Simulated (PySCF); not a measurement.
## How exact exchange moves a shielding

Molecule: `c1cn(B)cc1`, C$_{4}$H$_{6}$BN.

Bonds (- single, = double, # triple, : aromatic): B1-N2 1.419 Å, N2:C3 1.393 Å, C3:C4 1.363 Å, C4:C5 1.438 Å, C5:C6 1.363 Å, C6:N2 1.393 Å. B1 carries H7, H8; C3 carries H9; C4 carries H10; C5 carries H11; C6 carries H12.

GIAO shieldings (ppm, equivalent atoms averaged) in PySCF on the PBE0-D3(BJ)/def2-SVP geometry, basis pcSseg-2, gas phase, non-relativistic:

| functional | exact exchange (%) | σ(B1) | σ(N2) |
| --- | --- | --- | --- |
| BLYP | 0 | 44.9 | 7.1 |
| BP86 | 0 | 47.1 | 13.0 |
| PBE | 0 | 45.8 | 12.4 |
| PBE0 | 25 | 50.8 | 22.7 |
| mPW1PW91 | 25 | 51.1 | 22.4 |
| BHandHLYP | 50 | 54.8 | 27.6 |
| HF | 100 | 67.4 | 51.0 |

(1) Fit each shielding as a line in the percentage of exact exchange.

(2) What does the line predict for B3LYP (20 %), and what does the run give?

## Answers

(1) σ(B1) = 45.7 + 0.21 x (rms 0.9 ppm); σ(N2) = 11.1 + 0.39 x (rms 2.3 ppm). The functionals also differ in their semilocal parts, which the line can't hold; Hartree–Fock has no correlation at all.

(2) σ(B1): 49.9 predicted, 48.6 computed; σ(N2): 18.9 predicted, 15.3 computed ppm.
